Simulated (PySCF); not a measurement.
Al(H)2(Cl)(NH3), H5AlClN, singlet (CAM-B3LYP/def2-SVP optimised geometry):

```
8

Al    -0.332     0.136     0.000
H     -1.151     1.496     0.000
H      1.255     0.136     0.000
Cl    -1.255    -1.496     1.053
N     -0.719    -0.548    -1.896
H     -0.292    -1.468    -2.035
H     -0.370     0.073    -2.630
H     -1.727    -0.660    -2.033
```

Level of theory: CAM-B3LYP/def2-TZVP run with PySCF 2.14.0.

What are the frontier orbital energies and the dipole moment?

HOMO-2 -10.18 eV, HOMO-1 -9.70 eV, HOMO -8.93 eV, LUMO 0.39 eV, LUMO+1 1.77 eV; dipole moment 5.94 D.

On the same geometry PBE/def2-TZVP run with PySCF 2.14.0 gives HOMO-2 -7.32 eV, HOMO-1 -6.95 eV, HOMO -6.24 eV, LUMO -1.19 eV, LUMO+1 0.15 eV; dipole moment 5.81 D.

Meta-Löwdin charges at CAM-B3LYP/def2-TZVP: Al1 0.49, H2 -0.18, H3 -0.18, Cl4 -0.42, N5 -0.49, H6 0.27, H7 0.26, H8 0.27.
